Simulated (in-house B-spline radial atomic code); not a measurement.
# Response and correlation of Bi II (Bi+)

Closed shell [Xe] 4f14 5d10 6s2 (6p1/2)2. Computed with a B-spline radial code for spherical atoms: Dirac-Hartree-Fock, relativistic RPA (time-dependent Dirac-Hartree-Fock) for the response and second-order many-body perturbation theory for correlation, no-pair Dirac-Coulomb Hamiltonian, finite nucleus.

The shells are closed in jj coupling only; the real ground state mixes other jj configurations.

Command:
```bash
python run_mb.py task.json out
```
Settings (nuclear radius in fm, box in bohr, cutoff in hartree; a minus after a letter marks j = l - 1/2):
```
basis_form          2
Z                   83
core_configuration  [Xe] 4f14 5d10 6s2 6p-2
rms_radius          5.5211
mass_number         209
speed_of_light      137.036
box_radius          25.846
lmax                7
intervals           65
virtual_cutoff      172225.0
```

Cost of the run: 32 s on 1 thread of Arm Neoverse V1, with other jobs on the host.

| multipole (bohr³, bohr⁵, bohr⁷) | uncoupled | coupled RPA |
| --- | --- | --- |
| dipole | 21.852 | 22.62 |
| quadrupole | 178.76 | ? |
| octupole | 1745.9 | 2458 |

**Question.** What is the coupled quadrupole polarisability?

**Answer.** 365.59 atomic units, +105 % against the uncoupled value.

**Question.** Which subshells carry the dipole polarisability?

**Answer.** 6p1/2 65.0 %, 6s1/2 29.3 %, 5d5/2 4.4 %.

**Question.** What does the dipole shielding factor come to?

**Answer.** The dipole shielding factor is 0.988, against the exact N/Z = 82/83 = 0.988 of the non-relativistic theorem.

Dipole polarisability at imaginary frequency:

```tsv
u (Eh)	α(iu) (bohr³)
0	22.62
0.141	20.55
0.424	12.74
0.849	6.703
1.41	3.845
2.83	1.637
5.66	0.6032
14.1	0.1466
```

**Question.** What dispersion coefficients follow for two such ions (the dispersion part alone)?

**Answer.** C6 = (3/π)∫α(iu)²du = 202.1 hartree·bohr⁶ and C8 = 8780 hartree·bohr⁸.

Lowest J = 1 odd-parity excitations:

| energy (eV) | oscillator strength | leading channel | weight |
| --- | --- | --- | --- |
| 8.1902 | 0.166 | 6p1/2 → s1/2 | 0.983 |
| 9.8488 | 0.721 | 6p1/2 → d3/2 | 0.898 |
| 11.735 | 1.13 | 6s1/2 → p3/2 | 0.775 |
| 12.015 | 0.0102 | 6p1/2 → s1/2 | 0.988 |
| 12.768 | 0.657 | 6p1/2 → d3/2 | 0.918 |
| 13.635 | 0.0175 | 6p1/2 → s1/2 | 0.994 |
| 14.033 | 0.24 | 6p1/2 → d3/2 | 0.983 |

Second-order correlation energy by the highest angular momentum of the excited pair (hartree): s -0.03466, p -0.3127, d -0.8792, f -1.883, g -1.491, h -0.5409, i -0.2488, k -0.1252.

**Question.** What is the second-order correlation energy at the partial-wave limit?

**Answer.** The listed waves sum to -5.5152 hartree; extrapolating the increments as (l + 1/2)⁻⁴ gives -5.771 hartree, -1.92 eV per electron.
